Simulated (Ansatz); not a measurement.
Ansatz results at the PBE0-D4/def2-TZVP geometry: size of the dipole moment (ωB97M-V/def2-TZVPP) 2.46 D; LUMO energy (PBE0/def2-TZVPP) -1.05 eV; size of the dipole moment (PBE/def2-TZVPP) 2.21 D.

Each molecule was computed in one conformer, which needn't be the lowest.

Q: Which molecule gave them?
A. `N=C[SiH2][SeH]`
B. `C[B](C)[SnH3]`
C. `N=C([SiH3])[SeH]`
D. `CB(F)BC=N`

A: C. The others give `CB(F)BC=N`: 2.59, -2.32, 2.29; `C[B](C)[SnH3]`: 2.07, -1.38, 2.11; `N=C[SiH2][SeH]`: 1.59, -1.28, 1.49.
